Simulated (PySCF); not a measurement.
Spin–spin coupling constants

Bonds (- single, = double, # triple, : aromatic): C1-C2, C2-C3, C2=C4, C4-C5, C4-C6, C6=O7, C6-O8. C1 carries H9, H10, H11; C3 carries H12, H13, H14; C5 carries H15, H16, H17; O8 carries H18.

Method: B3LYP/pcJ-1 (without the spin–dipole term)//PBE0-D3(BJ)/def2-SVP, PySCF 2.14; isolated molecule, single conformer, non-relativistic. Couplings are averaged over pairs made equivalent by symmetry, fast rotation or ring inversion, so a value needn't be that of the named pair in this geometry, while other rotamers aren't included; one pair stands for each set, and the list holds a selection of those of at least 1.5 Hz over up to four bonds, among pairs with at least one C or H atom (others weren't computed).

Isotopes: $^{13}$C, $^{1}$H, $^{17}$O. Couplings to quadrupolar nuclei such as 17O and 33S are rarely resolved in practice.

```json
{"pair": "C1, C2", "bonds": "1", "J (Hz)": "?"}
{"pair": "C1, H9", "bonds": "1", "J (Hz)": "133.4"}
{"pair": "C2, C3", "bonds": "1", "J (Hz)": "43.3"}
{"pair": "C2, C4", "bonds": "1", "J (Hz)": "?"}
{"pair": "C3, H12", "bonds": "1", "J (Hz)": "?"}
{"pair": "C4, C5", "bonds": "1", "J (Hz)": "47.5"}
{"pair": "C4, C6", "bonds": "1", "J (Hz)": "77.6"}
{"pair": "C5, H15", "bonds": "1", "J (Hz)": "134.3"}
{"pair": "C6, O7", "bonds": "1", "J (Hz)": "?"}
{"pair": "C6, O8", "bonds": "1", "J (Hz)": "?"}
{"pair": "O8, H18", "bonds": "1", "J (Hz)": "-76.2"}
{"pair": "C1, C4", "bonds": "2", "J (Hz)": "2.6"}
{"pair": "C4, O8", "bonds": "2", "J (Hz)": "-19.0"}
{"pair": "C4, H15", "bonds": "2", "J (Hz)": "-5.9"}
{"pair": "H9, H10", "bonds": "2", "J (Hz)": "-16.6"}
{"pair": "H12, H13", "bonds": "2", "J (Hz)": "?"}
{"pair": "C2, O8", "bonds": "3", "J (Hz)": "-2.5"}
{"pair": "C2, H15", "bonds": "3", "J (Hz)": "6.2"}
{"pair": "C3, H9", "bonds": "3", "J (Hz)": "4.2"}
{"pair": "C4, H9", "bonds": "3", "J (Hz)": "5.9"}
{"pair": "C4, H12", "bonds": "3", "J (Hz)": "5.4"}
{"pair": "C4, H18", "bonds": "3", "J (Hz)": "7.4"}
{"pair": "C5, O8", "bonds": "3", "J (Hz)": "-3.3"}
{"pair": "C6, H15", "bonds": "3", "J (Hz)": "4.4"}
{"pair": "O7, H18", "bonds": "3", "J (Hz)": "?"}
{"pair": "C1, O8", "bonds": "4", "J (Hz)": "?"}
```

Estimate the withheld couplings, with signs.

## Answers


- $^{1}J$(C1,C2) = 43.1 Hz (bond length 1.503 Å)
- $^{1}J$(C2,C4) = 77.1 Hz (bond length 1.360 Å)
- $^{1}J$(C3,H12) = 135.4 Hz (mean over equivalent pairs that range from 129.0 to 147.1 Hz in this conformer)
- $^{1}J$(C6,O7) = 30.0 Hz (bond length 1.211 Å)
- $^{1}J$(C6,O8) = 30.1 Hz (bond length 1.348 Å)
- $^{2}J$(H12,H13) = -16.6 Hz (mean over equivalent pairs that range from -22.8 to -11.6 Hz in this conformer)
- $^{3}J$(O7,H18) = 1.7 Hz (dihedral angle 1°)
- $^{4}J$(C1,O8) = -1.6 Hz
